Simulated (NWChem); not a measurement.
System meant: IrF6, quartet; SMILES [F][Ir]([F])([F])([F])([F])[F]

Input file for NWChem:

```
start job
memory heap 200 mb stack 900 mb global 1100 mb
geometry units angstroms noautoz
  Ir     0.000000     0.000000     0.000000
  F     -0.359001    -1.322863     1.275461
  F      0.359001     1.322863    -1.275461
  F      0.365837    -1.325026    -1.271273
  F     -1.800811    -0.005460    -0.512529
  F      1.800811     0.005460     0.512529
  F     -0.365837     1.325026     1.271273
end
basis spherical
  Ir library def2-svp
  F library def2-svp
end
dft
  odft
  mult 4
  xc b3lyp
  iterations 150
  mulliken
end
task dft energy
```

End of the output:

```
          Convergence Information
          -----------------------
          Convergence aids based upon iterative change in
          total energy or number of iterations.
          Levelshifting, if invoked, occurs when the
          HOMO/LUMO gap drops below (HL_TOL):  1.00D-02
          DIIS, if invoked, will attempt to extrapolate
          using up to (NFOCK): 10 stored Fock matrices.

                    Damping( 0%)  Levelshifting(0.5)       DIIS
                  --------------- ------------------- ---------------
          dE  on:    start            ASAP                start
          dE off:    2 iters        150 iters           150 iters

      Screening Tolerance Information
      -------------------------------
          Density screening/tol_rho:  1.00D-10
          AO Gaussian exp screening on grid/accAOfunc:  14
          CD Gaussian exp screening on grid/accCDfunc:  20
          XC Gaussian exp screening on grid/accXCfunc:  20
          Schwarz screening/accCoul:  1.00D-08

      Superposition of Atomic Density Guess
      -------------------------------------

      charge =      77.0 Ir (Iridium)

      symmetry species            s     p     d     f
      number of basis functions = 7     6     5     1
      number of cont. functions = 6     3     2     1
      number of closed shells   = 6     4     2     1
      number of open shells     = 0     0     1     0
      open shell occupation     = 0     0     7     0
 ------------------------------------------------------------------------
 atomscf:atomd: error in atom scf                   0
 ------------------------------------------------------------------------
 ------------------------------------------------------------------------
  current input line :
    23: task dft energy
 ------------------------------------------------------------------------
 ------------------------------------------------------------------------
 This error has not yet been assigned to a category
 ------------------------------------------------------------------------
 For more information see the NWChem manual at https://nwchemgit.github.io

0:atomscf:atomd: error in atom scf:Received an Error in Communication
```

Problem. Find the fault in this run and fix the input.

Solution. The run crashed. Cause: the def2 basis of a heavy element holds valence functions alone and wants its effective core potential (without it all electrons must fit into that basis). This input runs:
```
start job
memory heap 200 mb stack 900 mb global 1100 mb
geometry units angstroms noautoz
  Ir     0.000000     0.000000     0.000000
  F     -0.359001    -1.322863     1.275461
  F      0.359001     1.322863    -1.275461
  F      0.365837    -1.325026    -1.271273
  F     -1.800811    -0.005460    -0.512529
  F      1.800811     0.005460     0.512529
  F     -0.365837     1.325026     1.271273
end
basis spherical
  * library def2-svp
end
ecp
  Ir library def2-ecp
end
dft
  odft
  mult 4
  xc b3lyp
  iterations 150
  mulliken
end
task dft energy
```
It converges to -702.89450 Ha (B3LYP/def2-SVP with def2 effective core potentials on Ir, spin-unrestricted).
